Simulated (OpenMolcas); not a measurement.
## Cr4+ in Cs2ZrCl6: curves along the breathing mode

Cr4+ with its 6 nearest chloride ions, on the Zr site of Cs2ZrCl6 (a = 10.407 Å, distance in the model lattice 2.446 Å). The rest of the host is ab initio model potentials to 7.6 Å and point charges beyond; the distance is set by hand and nothing relaxes. Ligand basis ANO-RCC-VDZP.

```json
{
  "Program": "OpenMolcas 26.06",
  "Method": "CASSCF",
  "Basis": "ANO-RCC-VDZP [5s4p2d1f]",
  "Scalar Hamiltonian": "DKH2, point nucleus",
  "Active space": "2 electrons in 5 orbitals (3d)",
  "State averaging": "2S+1 = 3 even, 10 roots; 2S+1 = 1 even, 15 roots",
  "Spin-orbit coupling": "RASSI with atomic mean-field integrals over the reference wave functions"
}
```

Spin-free energies (labels of O, the rotations of Oh) in cm-1 above the lowest fitted minimum, as all ligands move together:

```json
{"R (Å)": "2.202", "3T1": "970", "1E": "15100", "3T2": "20580", "3T1(2)": "31630", "3A2": "44150", "1E(2)": "55410"}
{"R (Å)": "2.254", "3T1": "-20", "1E": "14360", "3T2": "17950", "3T1(2)": "29100", "3A2": "40160", "1E(2)": "51360"}
{"R (Å)": "2.306", "3T1": "1420", "1E": "16020", "3T2": "17950", "3T1(2)": "29160", "3A2": "39090", "1E(2)": "50170"}
{"R (Å)": "2.357", "3T1": "4740", "1E": "19530", "3T2": "20030", "3T1(2)": "31260", "3A2": "40360", "1E(2)": "51280"}
{"R (Å)": "2.409", "3T1": "9670", "1E": "24640", "3T2": "23840", "3T1(2)": "35050", "3A2": "43590", "1E(2)": "54290"}
{"R (Å)": "2.461", "3T1": "15850", "1E": "30980", "3T2": "28990", "3T1(2)": "40160", "3A2": "48380", "1E(2)": "58830"}
{"R (Å)": "2.513", "3T1": "23020", "1E": "38300", "3T2": "35200", "3T1(2)": "46280", "3A2": "54420", "1E(2)": "64590"}
```

Cubic fits give the following; the wavenumber is harmonic, with the mass of all moving ligands, small differences in it between states hang on the degree of the fit, a number in brackets counts states of one label, and the table is a selection of at most 14 states with clean curves.

```
 State  R0 (Å)  Breathing mode (cm-1)  Minimum (cm-1)
   3T1   2.248                    373               0
    1E   2.242                    374           14340
   3T2   2.280                    371           17670
3T1(2)   2.279                    368           28850
   3A2   2.303                    378           39080
 1E(2)   2.306                    372           50160
```

The minimum of 3T2 is shifted by +0.0329 Å against 3T1 (from the unrounded fits). With M = 212.7 u for the moving shell, the Huang-Rhys factor in this mode is S = M ω ΔR² / 2ħ = 0.01483 × 212.7 × 373 × 0.0329² = 1.27. Only the first shell moves, against a rigid host.

An orbital triplet at a regular site is open to Jahn-Teller coupling, which can distort the site and quench the lowest spin-orbit gaps and is left out. Without dynamic correlation the repulsion within the d shell is too large (B by tens of per cent), so at a given field states of lower spin stand too high. Ligand-to-metal charge-transfer states are missing. With no ligand orbital active B as a rule stays too high, so bands that hang on it stand too high and its fall with covalency is understated. With metal d orbitals alone and no dynamic correlation the field as a rule comes out too small, by tens of per cent, by up to half for chloride and softer ligands. The least metal-like active orbital is 70 % on the metal (Löwdin) and no ligand orbital is active, so the numbers are rough (holds for R = 2.202; R = 2.254; R = 2.306; R = 2.357). The least metal-like active orbital is 69 % on the metal (Löwdin) and no ligand orbital is active, so the numbers are rough (holds for R = 2.409). The least metal-like active orbital is 68 % on the metal (Löwdin) and no ligand orbital is active, so the numbers are rough (holds for R = 2.461). The least metal-like active orbital is 67 % on the metal (Löwdin) and no ligand orbital is active, so the numbers are rough (holds for R = 2.513). No measured value stands beside these numbers.
